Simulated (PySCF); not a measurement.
C₂H₄F₂Si₂, SMILES C#C[Si@H](F)[SiH2]F. Atoms are numbered in the order given.

```xyz
10

C      2.7830     0.7685     0.6357
C      1.8160     0.0582     0.4307
Si     0.3077    -0.9311     0.1560
F      0.3449    -1.5694    -1.3416
Si    -1.5750     0.4517     0.3616
F     -1.3700     1.7652    -0.5804
H      3.6417     1.3924     0.8135
H      0.2677    -2.0583     1.1297
H     -2.8210    -0.2468    -0.0682
H     -1.7135     0.9007     1.7784
```

Coordinates come from a PBE0-D3(BJ)/def2-SVP optimisation. The structure was generated by enumeration; whether it is a known compound was not checked. One conformer was computed; it need not be the lowest.

Computed with B3LYP/def2-TZVP (PySCF).

ESP charges are fitted to the potential on shells at 1.4 to 2.0 van der Waals radii. Atomic charges (e):

```csv
atom,meta-Löwdin,ESP fit
C1,-0.12,-0.37
C2,-0.31,-0.05
Si3,0.86,0.38
F4,-0.50,-0.23
Si5,0.72,0.37
F6,-0.51,-0.23
H7,0.18,0.31
H8,-0.10,-0.06
H9,-0.10,-0.06
H10,-0.10,-0.07
```

Q: Give the Mayer and Wiberg (Löwdin basis) orders of the bonds. (An estimate is asked for; the answer gives what the named calculation found.)

A: 
```csv
bond,Mayer,Wiberg
C1–C2,2.76,2.98
C2–Si3,1.01,1.18
Si3–F4,1.07,1.67
Si3–Si5,0.91,1.03
Si5–F6,1.04,1.70
C1–H7,0.94,0.92
Si3–H8,0.90,0.89
Si5–H9,0.92,0.94
Si5–H10,0.92,0.94
```
